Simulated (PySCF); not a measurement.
NMR data simulated for an unnamed compound:

1H NMR (300 MHz, computed): δ 5.83 (m, 1H), 5.75 (m, 1H), 5.73 (m, 1H), 4.60 (t, 2H), 3.41 (d, 2H), 3.18 (t, 2H).

13C{1H} NMR (computed): δ 241.2 (C), 138.7 (CH), 131.3 (CH2), 61.7 (CH2), 28.3 (CH2).

[PySCF: PBE0/pcSseg-1 with gauge-including orbitals; geometry from GFN2-xTB; fast rotation and ring inversion assumed for equivalent nuclei; no solvent model; a single conformation; non-relativistic Hamiltonian]

δ = σ(ref) − σ, references computed at the same level: 1H (σ = 31.72 ppm) and 13C (σ = 186.93 ppm) vs TMS.

Task: Which of these does the molecule contain: an S-methyl group, a (CH3)2CH unit, a Si–H bond, a vinyl group CH=CH2, a non-aromatic C=C double bond, an NH or NH2 group?

Result: 
- An S-methyl group: no.
- A (CH3)2CH unit: no.
- A Si–H bond: yes (δH 4.60 (t)).
- A vinyl group CH=CH2: yes (δC 131.3, 138.7; δH 5.75 (m), 5.73 (m), 5.83 (m)).
- A non-aromatic C=C double bond: yes.
- An NH or NH2 group: no.

The data belong to `C=CCC(=O)[SiH2]CCl`, C$_{5}$H$_{9}$ClOSi; they needn't prove each group on their own.

Carbon signals by region: 1 in the far downfield region (above 160 ppm), 2 in the sp2 and nitrile region (100–160 ppm), 1 at 50–100 ppm, 1 below 50 ppm. Above 160 ppm: 241.2, carbonyl carbon.

Carbons that carry Cl, above all several Cl atoms, come out too deshielded, partly because spin–orbit coupling is missing. Shifts are as computed. Against solution values, carbons near 30 ppm lie about +3 ppm off and those near 130 ppm about +5 ppm; carbons on Cl a further +6 ppm. Of 1211 compounds with measured shifts, 218 miss one by over three times the rms of a fit or turn the order of signals round; such compounds aren't used in these exercises. Multiplicities follow the n + 1 count of equivalent neighbours, as no J values were calculated; m marks all less simple cases, F and P coupling included.
